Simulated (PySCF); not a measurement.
Species: C₆H₄BF₃.
Numbering: `[F:1][B:2]([F:3])[c:4]1[cH:5][cH:6][c:7]([F:8])[cH:9][cH:10]1` (hydrogens: H11 on C5; H12 on C6; H13 on C9; H14 on C10)

Geometry (PBE0-D3(BJ)/def2-SVP, Å), atoms numbered from 1 in this order:
```
atom  x, y, z in Å
F1     2.7863    1.1256    1.3925
B2     2.1495    0.0007    1.1132
F3     2.7483   -1.1260    1.4637
C4     0.7739    0.0031    0.4085
C5     0.1510    1.2089    0.0447
C6    -1.0809    1.2177   -0.5992
C7    -1.6935    0.0002   -0.8812
F8    -2.8687   -0.0015   -1.4997
C9    -1.1121   -1.2157   -0.5345
C10    0.1196   -1.2034    0.1092
H11    0.6438    2.1578    0.2706
H12   -1.5768    2.1458   -0.8892
H13   -1.6319   -2.1446   -0.7754
H14    0.5884   -2.1507    0.3864
```

Linear response at wB97X-D/def2-SVPD (PySCF, frozen core in the response, non-relativistic).

Static isotropic polarisability: 81.09 au (12.02 Å³), principal values 49.4, 87.7, 106.2 au.

Question: What is the polarisability at 1064 nm and at the sodium D line?

Answer: 82.06 au at 1064 nm (+1.2 %), 84.43 au at 589.3 nm (+4.1 %). The rise at 589.3 nm is 3.46 times that at 1064 nm; a pure ω² law gives 3.26. The lowest singlet lies at 236 nm, shorter than both wavelengths.

Question: What is the isotropic C6 coefficient between two such molecules, C6 = (3/π)∫α(iω)² dω?

Answer: 2644 au (Eh·bohr⁶) by a ten-point quadrature over imaginary frequencies, which is 1580 eV·Å⁶ or 152 J·nm⁶/mol.

Question: Which effective excitation energy ω̄ makes London's formula C6 = (3/4)α²ω̄ exact here?

Answer: ω̄ = 4·C6/(3α²) = 0.536 Eh = 14.6 eV. A one-pole form α(ω) = α/(1 − ω²/ω̄²) fitted to the 1064 nm value gives 10.7 eV.

Question: What three-body coefficient follows from the one-pole estimate C9 = (3/4)·α·C6?

Answer: 161000 au. This is an estimate from the two numbers above, not a computed integral.

Question: How many electrons N does the Slater–Kirkwood formula C6 = (3/4)·√N·α^(3/2) need to give this C6?

Answer: N = (4·C6/3)²/α³ = 23.3; the species has 72 electrons in all.

Question: What molar refraction at the D line follows from R = (4π/3)·N_A·α′, with α′ the polarisability volume?

Answer: α′ = 12.51 Å³ gives R = 31.56 cm³/mol, for isolated, non-vibrating species.

Question: How anisotropic is the static polarisability, by Δα² = ½[(α1 − α2)² + (α2 − α3)² + (α3 − α1)²]?

Answer: Δα = 50.2 au, or 0.62 of the isotropic value.

Question: What n − 1 at the D line would an ideal gas of it have at 273.15 K and 1 atm (2.6868 × 10¹⁹ cm⁻³), by n − 1 = 2π·N·α′?

Answer: 21.12 × 10⁻⁴, a formal value whether or not that pressure can be reached.

Question: The lowest 6 singlets have (eV, f): 5.25, 0.002; 5.76, 0.163; 6.70, 0.382; 6.93, 0.633; 7.34, 0.000; 7.37, 0.003. What share of the static polarisability do they carry in the sum over states α = Σ f/ω²?

Answer: 19.79 au, 24.4 % of α; the largest term, 9.76 au, is that of the state at 6.93 eV. Their oscillator strengths add up to 1.18. Higher states carry the rest.

Cost: about 2 min of CPU time on one thread; the machine was shared, so the figure is rough. This is the whole response run at wB97X-D/def2-SVPD, SCF included.

The pairwise dispersion term of wB97X-D wasn't added to the energies; at a given geometry it leaves orbitals and properties as they are.
